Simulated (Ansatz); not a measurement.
Start from `FCC(F)(C(F)F)C(F)(F)F` and change one atom or group to get `CC(F)(CF)C(F)F`.

Ansatz, PBE0-D4/def2-TZVP geometries, multiplicity 1. Each molecule was computed in one conformer, which needn't be the lowest.

```tsv
property	`FCC(F)(C(F)F)C(F)(F)F`
ideal-gas entropy at 298 K and 1 bar (rigid rotor, harmonic PBE0-D4/def2-TZVP) / J/(mol·K)	422
size of the dipole moment (ωB97M-V/def2-TZVPP) / D	1.52
LUMO energy (B3LYP/def2-TZVPP) / eV	0.61
size of the dipole moment (B3LYP/def2-TZVPP) / D	1.53
HOMO–LUMO gap (PBE/def2-TZVPP) / eV	7.96
HOMO energy (PBE0/def2-TZVPP) / eV	-10.04
```

(1) What does the change do to each property? (Best estimate.)

Answers

(1) The calculation gave: 
```
                                                                                  property  `CC(F)(CF)C(F)F`  shift
ideal-gas entropy at 298 K and 1 bar (rigid rotor, harmonic PBE0-D4/def2-TZVP) / J/(mol·K)               374    -48
                                        size of the dipole moment (ωB97M-V/def2-TZVPP) / D              2.25   0.73
                                                       LUMO energy (B3LYP/def2-TZVPP) / eV              0.86   0.25
                                          size of the dipole moment (B3LYP/def2-TZVPP) / D              2.27   0.74
                                                       HOMO–LUMO gap (PBE/def2-TZVPP) / eV              8.09   0.13
                                                        HOMO energy (PBE0/def2-TZVPP) / eV             -9.40   0.64
```

With PBE0 the HOMO rises by 0.64 eV and the LUMO rises by 0.30 eV, so the gap narrows by about 0.34 eV. PBE moves the HOMO by 0.55 eV and ωB97M-V by 0.65 eV. Dipoles are sizes alone; their direction can turn. Modes under 60 cm⁻¹, often nearly free rotors, make the harmonic entropy too high.

B3LYP here is the variant with VWN-RPA as its local correlation; programs differ in this.
